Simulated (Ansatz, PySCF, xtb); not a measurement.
Two conformers of propylene glycol (SMILES CC(O)CO), B3LYP-D3(BJ)/def2-TZVP minima.
Conformer 1 (charge 0, multiplicity 1):
```xyz
13

C     -1.475    -0.366    -0.226
C     -0.143     0.365    -0.262
O      0.165     0.964     1.007
C      1.022    -0.565    -0.552
O      2.255     0.130    -0.594
H     -2.291     0.323     0.004
H     -1.462    -1.145     0.538
H     -1.692    -0.826    -1.192
H     -0.159     1.143    -1.034
H     -0.439     1.697     1.165
H      1.040    -1.355     0.211
H      0.887    -1.035    -1.527
H      2.291     0.670     0.205
```
Conformer 2 (charge 0, multiplicity 1):
```csv
atom,x (Å),y (Å),z (Å)
C,1.1469,-0.8203,0.0544
C,0.4579,0.5348,0.1804
O,0.5452,1.2695,-1.0354
C,-1.0019,0.4236,0.6102
O,-1.8039,-0.1778,-0.4085
H,0.6547,-1.4429,-0.6974
H,2.1805,-0.6831,-0.2616
H,1.1434,-1.3564,1.0068
H,0.9829,1.1338,0.9303
H,-0.1656,0.9462,-1.6053
H,-1.4121,1.4234,0.7518
H,-1.0864,-0.1238,1.5552
H,-1.6417,-1.1269,-0.4135
```

No zero-point or thermal terms.

Rows in 3-21G carry no dispersion term and start afresh at each structure.

The values were computed with Ansatz (a program for electronic structure) with Gaussian orbitals; PySCF for 3-21G rows; xtb for the GFN methods. Values without a source in brackets are computed.

What electronic energy of conformer 2 less that of conformer 1 does wB97M-V/def2-TZVPP give?

38 meV

What is the computed electronic energy of conformer 2 less that of conformer 1 (B3LYP/3-21G)?

19 meV

What electronic energy of conformer 2 less that of conformer 1 does GFN2-xTB give?

4 meV
